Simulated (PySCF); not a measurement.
## Molecular orbitals of NbB

M06-2X at R = 2.101 Å; PySCF, scalar-relativistic core potentials, basis sets Nb def2-TZVPP with ECP28, B def2-TZVPP. State: ⁷Σ⁺ (septet), unpaired electrons σ ↑↑, π ↑↑, δ ↑↑. Only the outer orbitals are listed, counted within each symmetry, core potentials removing the inner ones.

```tsv
spin	orbital	occ.	ε (eV)	on Nb (%)	main shells (%)
α	4σ	1	-12.98	20	79 B s, 11 Nb d
α	5σ	1	-7.36	45	45 B p, 44 Nb d, 9 B s
α	2π	1	-7.15	59	56 Nb d, 40 B p
α	2π	1	-7.15	59	56 Nb d, 40 B p
α	1δ	1	-6.42	100	100 Nb d
α	1δ	1	-6.41	100	100 Nb d
α	6σ	1	-6.10	90	76 Nb s, 12 Nb d, 11 B p
α	3π	0	-0.92	78	50 Nb p, 28 Nb d, 22 B p
α	3π	0	-0.92	78	50 Nb p, 28 Nb d, 22 B p
α	7σ	0	-0.81	75	47 Nb p, 25 B p, 19 Nb d
β	3σ	1	-38.83	97	97 Nb p
β	1π	1	-37.85	100	100 Nb p
β	1π	1	-37.85	100	100 Nb p
β	4σ	1	-10.34	10	87 B s, 8 Nb s
β	5σ	0	-5.22	84	46 Nb p, 36 Nb d, 19 B p
β	2π	0	-3.68	102	91 Nb p, 10 Nb d
β	2π	0	-3.68	102	91 Nb p, 10 Nb d
```

Question: Which are the highest filled and the lowest empty level, where do they sit, and how wide is the gap?

Answer: Highest filled α 6σ at -6.10 eV (in %: 76 Nb s, 12 Nb d, 11 B p); lowest empty β 5σ at -5.22 eV (in %: 46 Nb p, 36 Nb d, 19 B p); the gap at M06-2X is 0.88 eV.

The bond order (Mayer) is 1.69 and the ⟨S²⟩ is 12.005. The charge on Nb (Mulliken, basis-dependent) is 0.21 and the charge on Nb (Löwdin, basis-dependent) is 0.14. The dipole moment (positive dipole means Nb(−)B(+)) is -2.74 D.

Shares are Mulliken populations and can fall outside 0 to 100 %.

Spin–orbit coupling is left out. The state is the lowest single determinant that the PBE0 search found; with open d or f shells the true ground state can be another one.
